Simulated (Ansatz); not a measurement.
A nudged elastic band was laid between two geometries of GeH4O + H2 (8 atoms, charge 0, multiplicity 1).

These are results of Ansatz, RKS PBE0-D4/def2-SVP, not measurements.

```yaml
movable_images: 7
climbing_image: yes
spring: 5.0 eV/Å²
optimiser: quadratic models (default)
start_path: through a guess of the saddle point
force_threshold: 0.03 eV/Å
iteration_limit: 60
end_points: relaxed
```

First end point:

```xyz
8
Properties=species:S:1:pos:R:3
Ge -0.288 0.374 -1.187
O 0.751 -0.354 0.072
H -0.120 1.884 -0.990
H -1.755 -0.061 -0.988
H 0.197 -0.063 -2.586
H 0.326 -0.212 2.437
H 0.156 -0.253 3.181
H 0.734 -1.317 0.061
```

Last end point:

```xyz
8
Properties=species:S:1:pos:R:3
Ge -0.426 0.940 -0.577
O 0.388 -1.799 0.825
H -0.759 2.308 -1.206
H -1.685 0.069 -0.558
H 0.685 0.284 -1.412
H 0.453 -1.292 1.641
H 0.081 1.192 0.854
H 1.263 -1.702 0.433
```

Problem. What changes between the two ends?

Solution. Bonds broken: Ge1–O2, H6–H7. Bonds formed: Ge1–H7, O2–H6. GeH4O + H2 becomes GeH4 + H2O.

Problem. What energy profile does the band end with?

Solution. The run converged. The highest image is number 5 of 0 to 8, 172.5 kJ/mol above the first end and 187.5 kJ/mol above the last; the last end lies 15.0 kJ/mol below the first. Beside the main top the profile has a ripple of under 15 meV (maxima at images 2, 5), which may be a very shallow well or noise. Neighbouring images differ by up to 1.4 eV, so the band resolves the path poorly. A vibrational analysis at the climbing image gives one clearly imaginary mode, 1343i cm⁻¹: a first-order saddle point. The orbitals stay closed-shell, which can raise the energy where a bond breaks towards radicals; this wasn't checked here.

```json
{"image": "0", "path coordinate (Å)": "0.00", "energy (kJ/mol)": "0.0", "Ge1–O2 (Å)": "1.79", "H6–H7 (Å)": "0.76", "Ge1–H7 (Å)": "4.44"}
{"image": "1", "path coordinate (Å)": "0.87", "energy (kJ/mol)": "0.6", "Ge1–O2 (Å)": "1.79", "H6–H7 (Å)": "0.76", "Ge1–H7 (Å)": "3.95"}
{"image": "2", "path coordinate (Å)": "1.73", "energy (kJ/mol)": "4.0", "Ge1–O2 (Å)": "1.79", "H6–H7 (Å)": "0.76", "Ge1–H7 (Å)": "3.47"}
{"image": "3", "path coordinate (Å)": "2.60", "energy (kJ/mol)": "2.7", "Ge1–O2 (Å)": "1.79", "H6–H7 (Å)": "0.76", "Ge1–H7 (Å)": "3.35"}
{"image": "4", "path coordinate (Å)": "3.46", "energy (kJ/mol)": "35.6", "Ge1–O2 (Å)": "1.81", "H6–H7 (Å)": "0.77", "Ge1–H7 (Å)": "2.53"}
{"image": "5", "path coordinate (Å)": "4.33", "energy (kJ/mol)": "172.5", "Ge1–O2 (Å)": "2.02", "H6–H7 (Å)": "1.09", "Ge1–H7 (Å)": "1.92"}
{"image": "6", "path coordinate (Å)": "5.32", "energy (kJ/mol)": "36.4", "Ge1–O2 (Å)": "2.76", "H6–H7 (Å)": "1.56", "Ge1–H7 (Å)": "1.57"}
{"image": "7", "path coordinate (Å)": "6.31", "energy (kJ/mol)": "-8.7", "Ge1–O2 (Å)": "3.26", "H6–H7 (Å)": "2.07", "Ge1–H7 (Å)": "1.54"}
{"image": "8", "path coordinate (Å)": "7.30", "energy (kJ/mol)": "-15.0", "Ge1–O2 (Å)": "3.18", "H6–H7 (Å)": "2.63", "Ge1–H7 (Å)": "1.54"}
```

Problem. What is the geometry of the highest image?

Solution. 
```xyz
8
Properties=species:S:1:pos:R:3
Ge -0.387 0.376 -0.509
O 0.623 -1.101 0.417
H 0.131 1.825 -0.462
H -1.911 0.203 -0.498
H 0.124 -0.202 -1.864
H 0.253 -0.392 1.258
H -0.408 0.461 1.409
H 1.576 -1.170 0.249
```

The run took 2.5 min on 2 threads of Arm Neoverse V2, on a shared host, peak memory 0.18 GiB.
